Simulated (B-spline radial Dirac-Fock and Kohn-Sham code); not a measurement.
## Characteristic X-ray lines: Tm⁺

System: the Tm⁺ ion, configuration 1s2 2s2 2p6 3s2 3p6 3d10 4s2 4p6 4d10 4f13 5s2 5p6 6p1 (an excited configuration).

The computed values come from a radial finite-basis atomic code: relaxed Dirac-Fock hole states (ΔSCF) with Breit and QED corrections and a finite nucleus. A line energy is the difference of two single-hole energies; the list is a selection of electric-dipole transitions between resolved j subshells. The model has no electron correlation.

| line | energy (eV) | wavelength (Å) |
| --- | --- | --- |
| Kβ2' (K-N3) | 59047.5 | 0.20997 |
| Kβ2'' (K-N2) | 59001.0 | 0.21014 |
| Kβ1 (K-M3) | 57502.5 | 0.21562 |
| Kβ3 (K-M2) | 57294.9 | 0.21640 |
| Kα1 (K-L3) | 50738.6 | 0.24436 |
| Kα2 (K-L2) | 49769.5 | 0.24912 |
| Lγ4 (L1-O3) | 10092.4 | 1.2285 |
| Lγ3 (L1-N3) | 9782.7 | 1.2674 |
| Lγ2 (L1-N2) | 9736.2 | 1.2734 |
| Lγ1 (L2-N4) | 9425.0 | 1.3155 |
| Lγ5 (L2-N1) | 9142.2 | 1.3562 |
| Lβ7 (L3-O1) | 8586.4 | 1.4440 |
| Lβ2 (L3-N5) | 8464.4 | 1.4648 |
| Lβ15 (L3-N4) | 8455.9 | 1.4662 |
| Lβ3 (L1-M3) | 8237.8 | 1.5051 |
| Lβ6 (L3-N1) | 8173.1 | 1.5170 |
| Lβ1 (L2-M4) | 8104.1 | 1.5299 |
| Lβ4 (L1-M2) | 8030.2 | 1.5440 |
| Lη (L2-M1) | 7305.0 | 1.6972 |
| Lα1 (L3-M5) | 7179.3 | 1.7270 |
| Lα2 (L3-M4) | 7135.0 | 1.7377 |
| Lℓ (L3-M1) | 6336.0 | 1.9568 |
| Mγ (M3-N5) | 1700.5 | 7.2913 |
| Mζ1 (M5-N3) | 1129.5 | 10.976 |
| Mζ2 (M4-N2) | 1127.4 | 10.997 |
